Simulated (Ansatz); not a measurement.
`CO[SiH](C)[GeH3]` → `C[O][GeH3]` + `C[SiH]` at 700 K and 1 bar (silylene formation by 1,1-elimination).

Gas-phase electronic energies from Ansatz, PBE0-D4/def2-TZVP geometries. CCSD(T)/CBS is the MP2 limit (def2-TZVPP, def2-QZVPP) plus CCSD(T) − MP2 in def2-TZVPP, frozen cores. This one scheme is used for every species. For Ge outer-core shells are correlated without core-valence functions, which leaves a few kJ/mol of doubt a bond. Scalar relativity is left out up to krypton. Each species was taken in one conformer, which may not be the lowest.

```json
{"species": "`CO[SiH](C)[GeH3]`", "CCSD(T)/CBS energy (Eh)": "-2522.52701", "H − E (kJ/mol)": "399.0", "S (J/(mol·K))": "574.2"}
{"species": "`C[O][GeH3]`", "CCSD(T)/CBS energy (Eh)": "-2192.93708", "H − E (kJ/mol)": "231.6", "S (J/(mol·K))": "399.1"}
{"species": "`C[SiH]`", "CCSD(T)/CBS energy (Eh)": "-329.46712", "H − E (kJ/mol)": "152.0", "S (J/(mol·K))": "322.2"}
```

H − E and S are ideal-gas, rigid-rotor, harmonic terms from PBE0-D4/def2-TZVP, for one conformer and one mirror image of each species. 1 Eh = 2625.50 kJ/mol, R = 8.31446 J/(mol·K).

By hand: ΔE, ΔH, ΔS and ΔG.

ΔE = (-2192.93708) + (-329.46712) − (-2522.52701) = 0.12281 Eh = 322.4 kJ/mol. Δ(H − E) = 231.6 + 152.0 − 399.0 = -15.4, so ΔH = 307.0 kJ/mol. ΔS = 399.1 + 322.2 − 574.2 = 147.1 J/(mol·K). ΔG = 307.0 − 700 × (147.1)/1000 = 204.0 kJ/mol.

By hand: the equilibrium constant, and the temperature at which ΔG would vanish if ΔH and ΔS stayed fixed.

log₁₀ K = −ΔG/(RT ln 10) = -15.2. ΔG = 0 at ΔH/ΔS = 2087 K.

The number of gas molecules changes by +1, which sets the sign of ΔS. A doubt of 5 kJ/mol in ΔE shifts log₁₀ K by 0.4 here. Other conformers and mirror images would add mixing entropy, several J/(mol·K) or more a flexible species. Modes under 60 cm⁻¹, often nearly free rotors, make the harmonic entropy too high. These are equilibria of isolated gas molecules and say nothing of rates. Largest T1 diagnostic: 0.012 (customary marks: 0.02 for closed shells, 0.045 for open ones).
